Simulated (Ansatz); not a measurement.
Mulliken charges of `[NH2][V](=[O])([OH])[OH]` from ωB97M-V/def2-TZVPP in Ansatz (PBE0-D4/def2-TZVP geometry).

| atom | x (Å) | y (Å) | z (Å) | charge (e) |
| --- | --- | --- | --- | --- |
| N1 | -0.619 | -0.376 | -1.211 | -0.394 |
| V2 | 0.535 | 0.259 | 0.046 | 1.026 |
| O3 | 1.706 | 0.928 | -0.728 | -0.429 |
| O4 | 1.172 | -1.065 | 1.048 | -0.416 |
| O5 | -0.279 | 1.463 | 1.072 | -0.424 |
| H6 | -1.350 | -1.048 | -1.027 | 0.126 |
| H7 | -0.488 | -0.235 | -2.201 | 0.154 |
| H8 | 0.641 | -1.417 | 1.768 | 0.176 |
| H9 | -1.228 | 1.444 | 1.216 | 0.182 |

Q: By hand: the dipole of these point charges (1 e Å = 4.8032 D).

A: Σ q r = (-0.664, -0.316, 0.010) e Å, of length 0.735 e Å = 3.53 D.

Q: How does the dipole of the full density compare? (Best estimate.)

A: Computed: (-0.908, -0.428, 0.030) e Å, 4.82 D; the point charges give 0.73 times that, at 1° from its direction.

Point charges leave out the atoms' own dipoles, such as those of lone pairs, and Mulliken's split depends on the basis, so the two needn't agree.
